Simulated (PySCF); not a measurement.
## Shapes and spin states of HIrS

These are results of PBE0 in PySCF with Ir def2-TZVP with ECP60, S def2-TZVP, H def2-TZVP; scalar-relativistic core potentials, no spin–orbit coupling; density-fitted integrals, not measurements.

Relaxations began from a few typed shapes and spin states; open shells are unrestricted. The search is not exhaustive: other isomers or separated fragments can lie lower, and high-lying points may rest on an excited occupation.

(1) Order these stationary points by electronic energy, lowest first, in kJ/mol from the lowest minimum.
A. triplet Cs: Ir–H 1.546 Å, Ir–S 2.037 Å; H–Ir–S 93.2°
B. quintet Cs: Ir–H 1.628 Å, Ir–S 2.126 Å; H–Ir–S 123.8°
C. singlet (closed shell, unstable to spin polarisation) Cs: Ir–H 1.543 Å, Ir–S 2.023 Å; H–Ir–S 102.2°

(2) Which of them are minima?

Answers

(1) A (0.0), C (44.5), B (100.1).

(2) By energy in kJ/mol, 0.0: minimum; 44.5: minimum of the closed-shell surface only; 100.1: minimum.

For the lowest minimum: other spin states or occupations of the open shell can lie lower. With an element this heavy the missing spin–orbit coupling can shift these numbers.
